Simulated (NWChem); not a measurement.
Molecule: MgCl, doublet; SMILES [Mg][Cl]

```xyz
2

Mg     0.0000     0.0000    -1.2917
Cl     0.0000     0.0000     0.9188
```
Atoms are numbered in this order, from 1.

Program: NWChem. Spin-unrestricted. The geometry was optimised at PBE0-D3(BJ)/def2-TZVP, spin-unrestricted. The spin multiplicity was typed, not searched, and may not be the lowest. No stability test was run on the SCF state. Vertical excitations in the gas phase; the lowest state need not have the same character in each row. Excited states of an open shell can be spin-contaminated.

```json
[
 {"level": "PBE/aug-cc-pVDZ, TDA", "lowest excitation (eV)": "3.27", "oscillator strength of that lowest state": "0.089", "lowest empty minus highest occupied level, either spin (eV)": "1.37"},
 {"level": "B3LYP/aug-cc-pVDZ, TDA", "lowest excitation (eV)": "3.42", "oscillator strength of that lowest state": "0.165", "lowest empty minus highest occupied level, either spin (eV)": "2.39"},
 {"level": "PBE0/aug-cc-pVDZ, TDA", "lowest excitation (eV)": "…", "oscillator strength of that lowest state": "…", "lowest empty minus highest occupied level, either spin (eV)": "…"},
 {"level": "BHandHLYP/aug-cc-pVDZ, TDA", "lowest excitation (eV)": "3.45", "oscillator strength of that lowest state": "0.204", "lowest empty minus highest occupied level, either spin (eV)": "4.08"}
]
```

**Question.** Some entries are withheld; supply them.

**Answer.** 
- PBE0/aug-cc-pVDZ, TDA, lowest excitation (eV): 3.34
- PBE0/aug-cc-pVDZ, TDA, oscillator strength of that lowest state: 0.194
- PBE0/aug-cc-pVDZ, TDA, lowest empty minus highest occupied level, either spin (eV): 2.97
